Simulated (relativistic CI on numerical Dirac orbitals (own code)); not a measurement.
# Forbidden lines of Cd XXVI

Computed by Dirac-Coulomb-Breit CI, separate exchange-only KLI orbitals for each configuration, QED by a radiative potential, unscaled Slater integrals (own radial code, finite nucleus).

Configuration list (outside the closed core [Ne]): 3s2 3p6 3d5, 3s2 3p5 3d6, 3s2 3p4 3d7, 3s 3p6 3d6, 3p6 3d7, 3s 3p5 3d7, 3s2 3p6 3d4 4s, 3s2 3p6 3d4 4p, 3s2 3p6 3d4 4d, 3s2 3p4 3d6 4s, 3s2 3p6 3d4 4f, 3s2 3p5 3d5 4s, 3s2 3p4 3d6 4p, 3s2 3p5 3d5 4p, 3s 3p5 3d6 4s, 3s2 3p6 3d3 4s2, 3s 3p5 3d6 4p, 3s2 3p6 3d3 4s 4p, 3s 3p6 3d5 4s, 3s2 3p6 3d4 5p. Levels of other configurations are missing.

| λ vac (Å) | Lower | Upper | Type | A (s⁻¹) | log gf |
| --- | --- | --- | --- | --- | --- |
| 413.03 | 3s2 3p6 3d5 6S_5/2 [1] | 3s2 3p6 3d5 4F_5/2 [19] | M1 | 1.17e+03 | -6.74 |
| 458.54 | 3s2 3p6 3d5 6S_5/2 [1] | 3s2 3p6 3d5 2F_5/2 [18] | M1 | 9.80e+02 | -6.73 |
| 515.21 | 3s2 3p6 3d5 6S_5/2 [1] | 3s2 3p6 3d5 4D_3/2 [13] | M1 | 3.28e+03 | -6.28 |
| 575.37 | 3s2 3p6 3d5 6S_5/2 [1] | 3s2 3p6 3d5 4D_5/2 [10] | M1 | 3.70e+03 | -5.96 |
| 596.40 | 3s2 3p6 3d5 6S_5/2 [1] | 3s2 3p6 3d5 4D_7/2 [9] | M1 | 6.86e+02 | -6.53 |
| 703.18 | 3s2 3p6 3d5 4G_7/2 [3] | 3s2 3p6 3d5 2F_5/2 [23] | M1 | 2.33e+03 | -5.98 |
| 709.36 | 3s2 3p6 3d5 4P_3/2 [4] | 3s2 3p6 3d5 2F_5/2 [23] | M1 | 9.50e+02 | -6.37 |
| 745.18 | 3s2 3p6 3d5 6S_5/2 [1] | 3s2 3p6 3d5 4G_5/2 [6] | M1 | 3.33e+03 | -5.78 |
| 755.15 | 3s2 3p6 3d5 4G_5/2 [6] | 3s2 3p6 3d5 2F_5/2 [23] | M1 | 2.31e+03 | -5.93 |
| 759.51 | 3s2 3p6 3d5 4G_9/2 [7] | 3s2 3p6 3d5 2F_7/2 [24] | M1 | 3.58e+03 | -5.61 |
| 782.61 | 3s2 3p6 3d5 4G_5/2 [2] | 3s2 3p6 3d5 2F_5/2 [18] | M1 | 9.35e+02 | -6.29 |
| 795.89 | 3s2 3p6 3d5 6S_5/2 [1] | 3s2 3p6 3d5 4P_3/2 [4] | M1 | 8.31e+03 | -5.50 |
| 844.93 | 3s2 3p6 3d5 4G_7/2 [3] | 3s2 3p6 3d5 2H_9/2 [20] | M1 | 2.00e+03 | -5.67 |
| 849.59 | 3s2 3p6 3d5 4G_7/2 [3] | 3s2 3p6 3d5 4F_5/2 [19] | M1 | 1.87e+03 | -5.91 |
| 858.82 | 3s2 3p6 3d5 4G_9/2 [7] | 3s2 3p6 3d5 2G_7/2 [21] | M1 | 1.86e+03 | -5.78 |
| 872.68 | 3s2 3p6 3d5 4G_5/2 [2] | 3s2 3p6 3d5 4F_3/2 [15] | M1 | 4.11e+03 | -5.73 |
| 887.75 | 3s2 3p6 3d5 4G_11/2 [5] | 3s2 3p6 3d5 2H_9/2 [20] | M1 | 1.90e+03 | -5.65 |
| 926.65 | 3s2 3p6 3d5 4G_5/2 [6] | 3s2 3p6 3d5 4F_5/2 [19] | M1 | 2.10e+03 | -5.79 |
| 955.68 | 3s2 3p6 3d5 4G_9/2 [7] | 3s2 3p6 3d5 2H_9/2 [20] | M1 | 5.00e+03 | -5.16 |
| 979.28 | 3s2 3p6 3d5 4D_7/2 [9] | 3s2 3p6 3d5 2F_7/2 [24] | M1 | 4.09e+03 | -5.33 |
| 1010.6 | 3s2 3p6 3d5 4D_7/2 [9] | 3s2 3p6 3d5 2F_5/2 [23] | M1 | 2.43e+03 | -5.65 |
| 1041.8 | 3s2 3p6 3d5 4D_5/2 [10] | 3s2 3p6 3d5 2F_7/2 [24] | M1 | 1.39e+03 | -5.74 |
| 1067.5 | 3s2 3p6 3d5 4G_7/2 [3] | 3s2 3p6 3d5 2F_5/2 [18] | M1 | 1.41e+03 | -5.84 |
| 1077.4 | 3s2 3p6 3d5 4D_5/2 [10] | 3s2 3p6 3d5 2F_5/2 [23] | M1 | 1.20e+03 | -5.90 |
| 1084.4 | 3s2 3p6 3d5 2F_7/2 [14] | 3s2 3p6 3d5 4F_7/2 [25] | M1 | 1.80e+03 | -5.60 |
| 1096.6 | 3s2 3p6 3d5 4D_5/2 [10] | 3s2 3p6 3d5 2D_3/2 [22] | M1 | 1.85e+03 | -5.88 |
| 1107.4 | 3s2 3p6 3d5 6S_5/2 [1] | 3s2 3p6 3d5 4G_5/2 [2] | M1 | 4.95e+03 | -5.26 |
| 1191.0 | 3s2 3p6 3d5 4G_7/2 [3] | 3s2 3p6 3d5 2G_9/2 [16] | M1 | 1.12e+03 | -5.62 |
| 1192.1 | 3s2 3p6 3d5 4G_5/2 [6] | 3s2 3p6 3d5 2F_5/2 [18] | M1 | 9.48e+03 | -4.92 |
| 1197.6 | 3s2 3p6 3d5 4G_5/2 [2] | 3s2 3p6 3d5 4D_5/2 [10] | M1 | 1.48e+03 | -5.72 |
| 1219.5 | 3s2 3p6 3d5 4G_11/2 [5] | 3s2 3p6 3d5 2I_13/2 [17] | M1 | 4.16e+02 | -5.89 |
| 1238.2 | 3s2 3p6 3d5 2G_9/2 [16] | 3s2 3p6 3d5 4F_7/2 [25] | M1 | 3.03e+03 | -5.25 |
| 1261.9 | 3s2 3p6 3d5 4P_3/2 [4] | 3s2 3p6 3d5 4F_3/2 [15] | M1 | 5.30e+03 | -5.30 |
| 1277.9 | 3s2 3p6 3d5 4G_11/2 [5] | 3s2 3p6 3d5 2G_9/2 [16] | M1 | 1.15e+03 | -5.55 |
| 1463.9 | 3s2 3p6 3d5 4D_5/2 [10] | 3s2 3p6 3d5 4F_5/2 [19] | M1 | 3.02e+03 | -5.24 |
| 1582.6 | 3s2 3p6 3d5 4G_11/2 [5] | 3s2 3p6 3d5 2I_11/2 [12] | M1 | 2.46e+03 | -4.96 |
| 1620.1 | 3s2 3p6 3d5 4F_3/2 [15] | 3s2 3p6 3d5 2F_5/2 [23] | M1 | 1.92e+03 | -5.34 |
| 1628.1 | 3s2 3p6 3d5 2G_9/2 [16] | 3s2 3p6 3d5 2F_7/2 [24] | M1 | 1.23e+03 | -5.41 |
| 1701.0 | 3s2 3p6 3d5 4G_9/2 [7] | 3s2 3p6 3d5 2F_7/2 [14] | M1 | 1.28e+03 | -5.35 |
| 1812.2 | 3s2 3p6 3d5 4G_9/2 [7] | 3s2 3p6 3d5 2I_11/2 [12] | M1 | 5.10e+02 | -5.52 |
| 2024.5 | 3s2 3p6 3d5 4G_7/2 [3] | 3s2 3p6 3d5 4D_5/2 [10] | M1 | 1.09e+03 | -5.39 |
| 2212.4 | 3s2 3p6 3d5 2F_7/2 [14] | 3s2 3p6 3d5 4F_5/2 [19] | M1 | 1.88e+03 | -5.08 |
| 2278.4 | 3s2 3p6 3d5 4G_5/2 [2] | 3s2 3p6 3d5 4G_5/2 [6] | M1 | 2.81e+03 | -4.88 |
| 2311.4 | 3s2 3p6 3d5 4G_7/2 [3] | 3s2 3p6 3d5 4D_7/2 [9] | M1 | 8.60e+02 | -5.26 |
| 2932.3 | 3s2 3p6 3d5 4G_5/2 [2] | 3s2 3p6 3d5 4G_7/2 [3] | M1 | 7.12e+02 | -5.13 |

Terms are leading LS components. Brackets give the number of a level in order of energy, since labels repeat. The list gives strong lines, with weight on those to low levels, among the lowest 400 of 9879 levels, so that lines to higher ones, which can be the strongest, are missing. Levels whose partners in the same complex of configurations lie outside the list can be far off, and so can their lines. Rates are taken at the computed energies, electric ones in the length gauge.

At this charge energies of transitions that change n are usually good to better than 1 %, and those within a shell (Δn = 0) to a few per cent. Terms inside the open d or f shell come out 10 to 20 % too wide with unscaled integrals.

LS names give the leading component of a level, which can be under half, so a name can repeat, a term be missing and a line seem to break the LS rules.
